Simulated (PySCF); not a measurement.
**Correlation energy of Sn+ (tin, charge +1)**

[Kr] 4d10 5s1 5p2, high-spin 4P determinant (an excited configuration). Computed with PySCF 2.14 in ANO-RCC-VTZP, with scalar relativity by spin-free X2C-1e. Frozen: [Kr] 4d10; 3 electrons correlated.

```tsv
level	correlation energy (mhartree)
CCSD	-9.57
(T)	-0.04
CCSD(T)	-9.61
```

Diagnostics: T1 = 0.0023, D1 = 0.0044, largest double amplitude 0.062.

Cost of the coupled-cluster step: about 1 core-seconds, for 3 correlated electrons.

Iterations:

```
CC2 = 0
CCSD nocc = (np.int64(3), np.int64(0)), nmo = (45, 45)
frozen orbitals [[0, 1, 2, 3, 4, 5, 6, 7, 8, 9, 10, 11, 12, 13, 14, 15, 16, 17, 18, 19, 20, 21, 22], [0, 1, 2, 3, 4, 5, 6, 7, 8, 9, 10, 11, 12, 13, 14, 15, 16, 17, 18, 19, 20, 21, 22]]
max_cycle = 100
direct = 0
conv_tol = 1e-08
conv_tol_normt = 1e-06
diis_space = 8
diis_start_cycle = 0
Init t2, MP2 energy = -0.00660714845665698
Init E_corr(UCCSD) = -0.00660714845676745
cycle = 1  E_corr(UCCSD) = -0.00854911439235542  dE = -0.00194196594  norm(t1,t2) = 0.0215882
cycle = 2  E_corr(UCCSD) = -0.00919696744702026  dE = -0.000647853055  norm(t1,t2) = 0.00805462
cycle = 3  E_corr(UCCSD) = -0.00957037266171032  dE = -0.000373405215  norm(t1,t2) = 0.00313066
cycle = 4  E_corr(UCCSD) = -0.00956640971436874  dE = 3.96294734e-06  norm(t1,t2) = 0.000228414
cycle = 5  E_corr(UCCSD) = -0.00956711039099406  dE = -7.00676625e-07  norm(t1,t2) = 2.47166e-05
cycle = 6  E_corr(UCCSD) = -0.00956701526485215  dE = 9.51261419e-08  norm(t1,t2) = 2.65537e-06
cycle = 7  E_corr(UCCSD) = -0.00956704312991842  dE = -2.78650663e-08  norm(t1,t2) = 2.47264e-07
cycle = 8  E_corr(UCCSD) = -0.0095670401931904  dE = 2.93672802e-09  norm(t1,t2) = 4.28816e-08
UCCSD converged
E(UCCSD) = -6173.153648147436  E_corr = -0.009567040193190404
UCCSD(T) correction = -4.38372801658911e-05
```
